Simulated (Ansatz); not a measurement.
Geometry optimisation, Ansatz, RKS PBE/def2-SVP.

The input (input.yaml):

```yaml
crystal:
  periodic: [false, false, false]
  atoms:
    - { symbol: Ge, position_ang: [-0.169035, 0.178049, 0.06776] }
    - { symbol: H, position_ang: [-0.339826, -0.290849, 1.536529] }
    - { symbol: F, position_ang: [1.630694, 0.650285, 0.034543] }
    - { symbol: Ge, position_ang: [-1.340809, 2.010142, -1.040949] }
    - { symbol: H, position_ang: [-2.729283, 1.470405, -1.454583] }
    - { symbol: H, position_ang: [-1.431094, 3.156526, -0.014688] }
    - { symbol: H, position_ang: [-0.490616, 2.386013, -2.270803] }
    - { symbol: F, position_ang: [-0.084109, -1.244996, -0.953497] }
    - { symbol: O, position_ang: [0.694459, 1.871416, 2.328926] }
    - { symbol: Al, position_ang: [2.31161, 1.693422, 1.595544] }
    - { symbol: H, position_ang: [3.278633, 0.582763, 2.235039] }
    - { symbol: H, position_ang: [2.821658, 3.050406, 0.92587] }
    - { symbol: H, position_ang: [0.313419, 1.032918, 2.692109] }
basis:
  gaussian: { orbitals: def2-SVP }
hamiltonian:
  xc: pbe
relax:
  f_tol: 0.03
  max_steps: 50
```

Run as:

```bash
$ ansatz run input.yaml --threads 4 --pin off --max-ram 5120MiB --backend cpu --events-out ev --progress --plain --runs-dir out
```

Question: Where does it end, and by what steps?

Answer: The run converged. The force dipped under the threshold on the way, but the program's further checks kept it going. After 24 steps the energy has fallen by 0.498 eV; H7 moved furthest, 1.23 Å.

```
step  energy less start (eV)  largest force component (eV/Å)  accepted
   0                  0.0000                           0.849       yes
   1                 -0.0804                           2.009       yes
   2                 -0.1806                           1.937       yes
   3                 -0.3500                           0.501       yes
   4                 -0.4225                           0.512       yes
   5                 -0.4479                           0.158       yes
   6                 -0.4576                           0.144       yes
   7                 -0.4595                           0.184       yes
   8                 -0.4635                           0.105       yes
   9                 -0.4649                           0.089       yes
  10                 -0.4681                           0.037       yes
  11                 -0.4693                           0.104       yes
  12                 -0.4714                           0.090       yes
  13                 -0.4778                           0.178       yes
  14                 -0.4782                           0.128       yes
  15                 -0.4799                           0.385       yes
  16                 -0.4875                           0.183       yes
  17                 -0.4929                           0.042       yes
  18                 -0.4930                           0.160       yes
  19                 -0.4957                           0.076       yes
  20                 -0.4964                           0.060       yes
  21                 -0.4974                           0.026       yes
  22                 -0.4979                           0.051       yes
  23                 -0.4981                           0.033       yes
  24                 -0.4983                           0.009       yes
```

```xyz
13
Properties=species:S:1:pos:R:3
Ge -0.167 0.160 0.286
H -0.489 -0.631 1.580
F 1.756 0.247 0.102
Ge -1.325 2.018 -0.777
H -2.168 1.511 -1.972
H -2.234 2.671 0.292
H -0.244 3.018 -1.247
F -0.192 -1.139 -0.923
O 0.622 1.797 1.646
Al 2.406 1.566 1.282
H 3.178 0.853 2.490
H 3.027 2.710 0.360
H 0.297 1.765 2.563
```

Whether the end is a true minimum wasn't checked by a vibrational analysis.

Time of the run: 52 s on 4 threads of AMD EPYC 7B13 (Zen 3), on a shared host, peak memory 0.28 GiB.
